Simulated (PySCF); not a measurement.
## Ho+ (holmium, charge +1) across methods

[Xe] 4f11 6s1, one real determinant. Calculation: PySCF 2.14, in cc-pVTZ-X2C; scalar relativity by spin-free X2C-1e.

| method | E (hartree) | mean ε 4f α (eV) | mean ε 4f β (eV) | mean ε 6s α (eV) | Σ⟨r²⟩ (bohr²) | ⟨S²⟩ |
| --- | --- | --- | --- | --- | --- | --- |
| UHF | -12611.06487 | -21.238 | -17.975 | -10.960 | 54.38 | 6.004 |
| PBE | -12615.58 | -10.532 | -8.683 | -9.290 | 53.30 | 6.001 |
| PBE0 | -12615.39 | -13.309 | -11.143 | -9.803 | 53.30 | 6.002 |
| r2SCAN | -12615.77 | -10.612 | -8.756 | -9.421 | 53.39 | 6.002 |

Estimate the same row for LDA.

E (hartree) = -12606.83; mean ε 4f α (eV) = -10.819; mean ε 4f β (eV) = -8.779; mean ε 6s α (eV) = -9.533; Σ⟨r²⟩ (bohr²) = 52.96; ⟨S²⟩ = 6.002.

⟨L²⟩ = 34.03 against 42 for a pure I term, so this real determinant mixes terms. Spin-orbit coupling, absent here, splits the open shell strongly.
